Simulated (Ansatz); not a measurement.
Basis-set extrapolation for CH8OSSi2, SMILES `C[Si](O)([SiH3])S` (PBE0-D4/def2-TZVP geometry, frozen core, Ansatz). Multiplicity 1, RHF reference.

```json
{"": "HF", "def2-TZVPP": "-1092.964964", "def2-QZVPP": "-1092.999808"}
{"": "MP2 correlation", "def2-TZVPP": "-0.846820", "def2-QZVPP": "-0.912936"}
{"": "CCSD(T) correlation", "def2-TZVPP": "-0.947026", "def2-QZVPP": "not run"}
```

Energies in hartree. Use E(X) = E(∞) + A·exp(−7.88·√X) for Hartree–Fock and E(X) = E(∞) + B·X^(−2.97) for correlation, with X = 3 and 4, and add CCSD(T) minus MP2 of the smaller set to the MP2 limit.

**Question.** What is the CCSD(T) energy at the basis-set limit?

**Answer.** HF limit: -1092.999808 + (-0.034844) × 0.13774 = -1093.00461. MP2 limit: -0.912936 + (-0.066116) × 0.74074 = -0.96191. Higher-order term: -0.947026 − (-0.846820) = -0.10021. Total: -1094.06673 hartree, 406.3 kJ/mol below CCSD(T)/def2-TZVPP.
